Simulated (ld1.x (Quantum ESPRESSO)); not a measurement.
Mg (Z = 12): excitation energies, all-electron against RRKJ

Mg, norm-conserving RRKJ (Kleinman–Bylander form), made with ld1.x (Quantum ESPRESSO) 7.5 (PBE, fully relativistic). Core [Ne], reference 3s2 3p0. Waves: 3p (bound, empty): rc 3.15 bohr; 3s (bound): rc 2.50 bohr. Local part: the s channel. Core correction: none.

Open shells are filled in proportion to 2j + 1 (rel_dist='average').

Energies are relative to the spin-unpolarised reference configuration 3s2 3p0; without spin polarisation the order of configurations can differ from experiment.

```csv
valence configuration,charge,ΔE all-electron (eV),error AE − PS (meV)
3s1 3p0,+1,7.960,+9.4
3s1 3p1,0,3.491,+11
3s0 3p2,0,7.183,+71
```

Q: What are ΔE and the potential's error for 3s1.5 3p0?

A: ΔE = 3.144 eV all-electron; the error (AE − PS) is +0.6 meV.

Q: What are ΔE and the potential's error for 3s0 3p1?

A: ΔE = 12.328 eV all-electron; the error (AE − PS) is +118 meV.

Levels in the configuration 3s1.5 3p0:

```tsv
level	all-electron (eV)	pseudo (eV)
3s j=1/2	-7.919	-7.915
```
